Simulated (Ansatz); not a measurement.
## Relaxing a trial structure of BeH3OSb

The starting geometry of this gas-phase singlet was optimised with GFN2-xTB.

```xyz
6

Be    0.3307   -1.1795    1.4706
O    -0.5051   -0.0430    1.3610
Sb    0.2088    0.5639   -0.3392
H     1.1066   -2.1689    1.5608
H     0.0066    2.1803    0.1541
H    -1.3567    0.5901   -1.0028
```

Question: Where would you expect an optimisation with PBE0-D4/def2-TZVP to take it?

Answer: A bond breaks, giving a structure given below by its coordinates. Contacts that open: Be1–Sb3 (2.52 → 3.30 Å).

The energy falls by 0.57 eV over 11 steps:

```csv
step,E − E(last) (eV)
1,0.571
2,0.331
3,0.204
4,0.104
5,0.064
7,0.001
8,0.000
9,0.000
10,0.000
11,0.000
```

Final geometry (Å):

```xyz
6

Be    0.5141   -1.4058    1.5392
O     0.1199   -0.3331    0.7334
Sb    0.0717    0.9589   -0.7132
H     0.8878   -2.4295    2.3110
H    -0.1805    2.3188    0.3062
H    -1.6221    0.8335   -0.9723
```

The end wasn't checked by frequencies. Atoms past krypton carry core potentials, without spin–orbit terms. Run with Ansatz 0.2.0, 17 s on 2 threads of Arm Neoverse V1 (shared host).
